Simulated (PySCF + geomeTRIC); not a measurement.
These are PBE0-D4/def2-SVP run with PySCF + geomeTRIC values and carry that method's errors. fastk is a local helper that only speeds up exchange builds. No frequencies were computed at this level.

```python
import json, numpy as np
from pyscf import gto, dft
from fastk import lowrank_exchange
atoms = """
In     0.194230    -0.188243     0.118721
H     -0.052099     0.535088     1.641125
H     -0.828022    -1.470714    -0.346504
H      1.645666     0.067353    -0.713195
O     -1.240867     1.439654    -0.963096
H     -1.667418     2.036408    -0.337660
H     -1.925766     1.055211    -1.522084
"""
def scf(charge, spin, dm0=None):
    mol = gto.M(atom=atoms, basis='def2-svp', ecp={'In': 'def2-svp'}, charge=charge, spin=spin, verbose=3, max_memory=10080)
    mf = dft.KS(mol, xc='pbe0').density_fit(auxbasis="def2-universal-jkfit")
    mf.disp = 'd4'
    mf.grids.level = 3
    mf.conv_tol = 1e-8
    mf.max_cycle = 60
    mf.kernel(dm0)
    if not mf.converged:
        mf = mf.newton().run(mf.mo_coeff, mf.mo_occ).undo_soscf()
    return mf
mf = scf(0, 0)
from pyscf.geomopt.geometric_solver import kernel as optimize
path = []
done, mol = optimize(mf, maxsteps=80, assert_convergence=False, callback=lambda env: path.append((env["energy"], bool(env["g_scanner"].converged))))
res = dict(converged=bool(done and path[-1][1]), energy=path[-1][0], path=[e for e, c in path], xyz=mol.atom_coords(unit="Angstrom").tolist(), nao=mol.nao)
json.dump(res, open("result.json", "w"))
```

Output:

```
converged SCF energy = -268.179528849452
Geometry optimization cycle 1
converged SCF energy = -268.179528849428
cycle 1: E = -268.179528849  dE = -268.18  norm(grad) = 0.0188421
Geometry optimization cycle 2
converged SCF energy = -268.18071659885
cycle 2: E = -268.180716599  dE = -0.00118775  norm(grad) = 0.00532595
Geometry optimization cycle 3
converged SCF energy = -268.180811143269
cycle 3: E = -268.180811143  dE = -9.45444e-05  norm(grad) = 0.00211252
Geometry optimization cycle 4
converged SCF energy = -268.180837140453
cycle 4: E = -268.18083714  dE = -2.59972e-05  norm(grad) = 0.00134373
Geometry optimization cycle 5
converged SCF energy = -268.180854146982
cycle 5: E = -268.180854147  dE = -1.70065e-05  norm(grad) = 0.00148937
Geometry optimization cycle 6
converged SCF energy = -268.180865784018
cycle 6: E = -268.180865784  dE = -1.1637e-05  norm(grad) = 0.00117408
Geometry optimization cycle 7
converged SCF energy = -268.180872958567
cycle 7: E = -268.180872959  dE = -7.17455e-06  norm(grad) = 0.000540403
Geometry optimization cycle 8
converged SCF energy = -268.180877693628
cycle 8: E = -268.180877694  dE = -4.73506e-06  norm(grad) = 0.000369754
Geometry optimization cycle 9
converged SCF energy = -268.180880059232
cycle 9: E = -268.180880059  dE = -2.3656e-06  norm(grad) = 0.000404932
Geometry optimization cycle 10
converged SCF energy = -268.18088100029
cycle 10: E = -268.180881  dE = -9.41058e-07  norm(grad) = 0.000215422
Geometry optimization cycle 11
converged SCF energy = -268.180881460955
cycle 11: E = -268.180881461  dE = -4.60665e-07  norm(grad) = 0.000108321
Geometry optimization cycle 12
converged SCF energy = -268.180882153226
cycle 12: E = -268.180882153  dE = -6.92271e-07  norm(grad) = 0.000264854
Geometry optimization cycle 13
converged SCF energy = -268.180883475217
cycle 13: E = -268.180883475  dE = -1.32199e-06  norm(grad) = 0.000488972
Geometry optimization cycle 14
converged SCF energy = -268.180885921116
cycle 14: E = -268.180885921  dE = -2.4459e-06  norm(grad) = 0.000717926
Geometry optimization cycle 15
converged SCF energy = -268.180888755917
cycle 15: E = -268.180888756  dE = -2.8348e-06  norm(grad) = 0.000618853
Geometry optimization cycle 16
converged SCF energy = -268.180890361296
cycle 16: E = -268.180890361  dE = -1.60538e-06  norm(grad) = 0.00030257
Geometry optimization cycle 17
converged SCF energy = -268.180890862735
cycle 17: E = -268.180890863  dE = -5.0144e-07  norm(grad) = 0.0001031
Geometry optimization cycle 18
converged SCF energy = -268.180891006531
cycle 18: E = -268.180891007  dE = -1.43796e-07  norm(grad) = 8.34104e-05
Geometry optimization cycle 19
converged SCF energy = -268.180891112384
cycle 19: E = -268.180891112  dE = -1.05852e-07  norm(grad) = 9.73823e-05
<class 'geometric.internal.Distance'> : 6
<class 'geometric.internal.Angle'> : 8
<class 'geometric.internal.OutOfPlane'> : 1
<class 'geometric.internal.Dihedral'> : 6
<class 'geometric.internal.TranslationX'> : 1
<class 'geometric.internal.TranslationY'> : 1
<class 'geometric.internal.TranslationZ'> : 1
<class 'geometric.internal.RotationA'> : 1
<class 'geometric.internal.RotationB'> : 1
<class 'geometric.internal.RotationC'> : 1
Step    0 : Gradient = 7.122e-03/1.041e-02 (rms/max) Energy = -268.1795288494
Step    1 : Displace = 3.395e-02/5.192e-02 (rms/max) Trust = 1.000e-01 (=) Grad = 2.013e-03/3.191e-03 (rms/max) E (change) = -268.1807165989 (-1.188e-03) Quality = 0.781
Step    2 : Displace = 7.176e-03/1.176e-02 (rms/max) Trust = 1.414e-01 (+) Grad = 7.985e-04/1.729e-03 (rms/max) E (change) = -268.1808111433 (-9.454e-05) Quality = 1.283
Step    3 : Displace = 5.728e-03/8.746e-03 (rms/max) Trust = 2.000e-01 (+) Grad = 5.079e-04/1.058e-03 (rms/max) E (change) = -268.1808371405 (-2.600e-05) Quality = 1.380
Step    4 : Displace = 6.129e-03/8.903e-03 (rms/max) Trust = 2.828e-01 (+) Grad = 5.629e-04/1.151e-03 (rms/max) E (change) = -268.1808541470 (-1.701e-05) Quality = 1.401
Step    5 : Displace = 5.518e-03/8.135e-03 (rms/max) Trust = 3.000e-01 (+) Grad = 4.438e-04/9.484e-04 (rms/max) E (change) = -268.1808657840 (-1.164e-05) Quality = 1.365
Step    6 : Displace = 4.573e-03/7.324e-03 (rms/max) Trust = 3.000e-01 (=) Grad = 2.043e-04/3.998e-04 (rms/max) E (change) = -268.1808729586 (-7.175e-06) Quality = 1.416
Step    7 : Displace = 5.346e-03/7.420e-03 (rms/max) Trust = 3.000e-01 (=) Grad = 1.398e-04/1.750e-04 (rms/max) E (change) = -268.1808776936 (-4.735e-06) Quality = 1.392
Step    8 : Displace = 4.678e-03/6.842e-03 (rms/max) Trust = 3.000e-01 (=) Grad = 1.530e-04/2.903e-04 (rms/max) E (change) = -268.1808800592 (-2.366e-06) Quality = 1.387
Step    9 : Displace = 2.728e-03/4.023e-03 (rms/max) Trust = 3.000e-01 (=) Grad = 8.142e-05/1.586e-04 (rms/max) E (change) = -268.1808810003 (-9.411e-07) Quality = 1.394
Step   10 : Displace = 1.423e-03/2.540e-03 (rms/max) Trust = 3.000e-01 (=) Grad = 4.094e-05/6.321e-05 (rms/max) E (change) = -268.1808814610 (-4.607e-07) Quality = 1.611
Step   11 : Displace = 2.466e-03/4.482e-03 (rms/max) Trust = 3.000e-01 (=) Grad = 1.001e-04/1.815e-04 (rms/max) E (change) = -268.1808821532 (-6.923e-07) Quality = 1.660
Step   12 : Displace = 5.348e-03/9.447e-03 (rms/max) Trust = 3.000e-01 (=) Grad = 1.848e-04/3.581e-04 (rms/max) E (change) = -268.1808834752 (-1.322e-06) Quality = 1.707
Step   13 : Displace = 1.110e-02/1.930e-02 (rms/max) Trust = 3.000e-01 (=) Grad = 2.714e-04/5.358e-04 (rms/max) E (change) = -268.1808859211 (-2.446e-06) Quality = 1.686
Step   14 : Displace = 1.539e-02/2.663e-02 (rms/max) Trust = 3.000e-01 (=) Grad = 2.339e-04/4.493e-04 (rms/max) E (change) = -268.1808887559 (-2.835e-06) Quality = 1.526
Step   15 : Displace = 1.027e-02/1.825e-02 (rms/max) Trust = 3.000e-01 (=) Grad = 1.144e-04/2.056e-04 (rms/max) E (change) = -268.1808903613 (-1.605e-06) Quality = 1.308
Step   16 : Displace = 2.282e-03/4.016e-03 (rms/max) Trust = 3.000e-01 (=) Grad = 3.897e-05/6.558e-05 (rms/max) E (change) = -268.1808908627 (-5.014e-07) Quality = 1.189
Step   17 : Displace = 1.005e-03/1.854e-03 (rms/max) Trust = 3.000e-01 (=) Grad = 3.153e-05/5.251e-05 (rms/max) E (change) = -268.1808910065 (-1.438e-07) Quality = 1.422
Step   18 : Displace = 6.520e-04/1.067e-03 (rms/max) Trust = 3.000e-01 (=) Grad = 3.681e-05/6.021e-05 (rms/max) E (change) = -268.1808911124 (-1.059e-07) Quality = 1.303
Converged! =D
```

Cost: around 2.3 core-minutes (rough).
